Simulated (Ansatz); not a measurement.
Cl2H2S2Ti, SMILES `[SH][Ti]([SH])([Cl])[Cl]` at its PBE0-D4/def2-TZVP geometry, where that method's forces vanish. Charge 0, multiplicity 1.

| atom | x (Å) | y (Å) | z (Å) |
| --- | --- | --- | --- |
| S1 | 1.261 | 0.700 | 1.341 |
| Ti2 | 0.033 | -0.609 | -0.037 |
| S3 | -1.336 | 0.721 | -1.255 |
| Cl4 | 1.258 | -1.619 | -1.519 |
| Cl5 | -1.070 | -1.915 | 1.304 |
| H6 | 1.673 | 1.443 | 0.293 |
| H7 | -1.820 | 1.280 | -0.127 |

**Question.** For each bond, give half the difference of the two atoms' forces along it (eV/Å; positive pushes the atoms apart) under PBE-D4, r2SCAN-D4, B3LYP-D4, ωB97M-V in def2-TZVPP. (Estimate.)

**Answer.** The calculation gave: 
```csv
bond,length (Å),PBE-D4,r2SCAN-D4,B3LYP-D4,ωB97M-V
S1–Ti2,2.264,0.17,0.11,0.12,-0.04
S1–H6,1.349,0.24,0.00,-0.03,-0.08
Ti2–S3,2.264,0.17,0.11,0.12,-0.04
Ti2–Cl4,2.172,0.16,0.12,0.17,0.06
Ti2–Cl5,2.172,0.16,0.12,0.17,0.06
S3–H7,1.349,0.24,0.00,-0.03,-0.08
```

B3LYP here is the variant with VWN-RPA as its local correlation; programs differ in this.

All numbers were calculated with Ansatz.
